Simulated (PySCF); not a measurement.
Species: C6H18BN.
Atom-mapped SMILES: `[CH3:1][CH:2]([CH3:3])[BH2-:4][N+:5]([CH3:6])([CH3:7])[CH3:8]` (hydrogens: H9, H10, H11 on C1; H12 on C2; H13, H14, H15 on C3; H16, H17 on B4; H18, H19, H20 on C6; H21, H22, H23 on C7; H24, H25, H26 on C8)

Geometry (PBE0-D3(BJ)/def2-SVP, Å), atoms numbered from 1 in this order:
```xyz
26
C6H18BN angstrom
C      2.1643    0.5337    1.2482
C      1.5321    0.9633   -0.0774
C      2.6299    1.1609   -1.1239
B      0.4214   -0.0868   -0.6453
N     -1.1370    0.3149   -0.2208
C     -1.5284    1.5742   -0.8738
C     -1.2681    0.4479    1.2375
C     -2.0164   -0.7662   -0.6930
H      2.9232    1.2539    1.6030
H      2.6653   -0.4420    1.1337
H      1.4266    0.4131    2.0577
H      1.0742    1.9624    0.0853
H      3.4405    1.8182   -0.7617
H      3.0895    0.1949   -1.3943
H      2.2297    1.5940   -2.0538
H      0.5629   -1.2219   -0.1894
H      0.3579   -0.1046   -1.8745
H     -1.4310    1.4537   -1.9593
H     -0.8548    2.3762   -0.5497
H     -2.5667    1.8383   -0.6152
H     -2.3168    0.6424    1.5157
H     -0.6395    1.2759    1.5853
H     -0.9228   -0.4797    1.7105
H     -1.8739   -0.8894   -1.7733
H     -3.0706   -0.5295   -0.4740
H     -1.7290   -1.7003   -0.1964
```

Level: PBE0/pcSseg-1 in PySCF, non-relativistic, on one gas-phase PBE0-D3(BJ)/def2-SVP geometry that isn't relaxed in the solvent. The solvent is an IEF-PCM continuum (Bondi radii, 1.10 Å for H, scaled by 1.2). Only the electrostatic response of the medium enters.

| run | E − E(gas) (kJ/mol) | HOMO (eV) | HOMO–LUMO gap (eV) | dipole (D) |
| --- | --- | --- | --- | --- |
| gas | 0.00 | -7.02 | 7.94 | 5.20 |
| P | -29.77 | -7.28 | 8.72 | 6.72 |
| Q | -11.28 | -7.10 | 8.26 | 5.75 |

**Question.** The runs were made in cyclohexane and water. Which run belongs to which solvent?

**Answer.** P = water, Q = cyclohexane. The dielectric constants are 2.017 (cyclohexane), 78.36 (water), and the energy falls further as ε rises. In this model the ground state sees the solvent through ε alone.

**Question.** How constant is the ratio of the lowering to (ε − 1)/(2ε + 1)?

**Answer.** 
```json
{"solvent": "cyclohexane", "(ε − 1)/(2ε + 1)": "0.202", "E − E(gas) (kJ/mol)": "-11.28", "ratio (kJ/mol)": "-55.8", "polarisation term (kJ/mol)": "-12.14"}
{"solvent": "water", "(ε − 1)/(2ε + 1)": "0.490", "E − E(gas) (kJ/mol)": "-29.77", "ratio (kJ/mol)": "-60.7", "polarisation term (kJ/mol)": "-36.58"}
```

The ratio changes by +8.7 % in size from cyclohexane to water. The polarisation term is half the interaction of the solute with the induced surface charges.

On one thread, Arm Neoverse V2 (aarch64), no GPU, shared host with 192 logical CPUs at a one-minute load of 54, this took 37 s and 1.4 GiB of memory at its peak. This is the whole shielding run at PBE0/pcSseg-1 in water, SCF included.
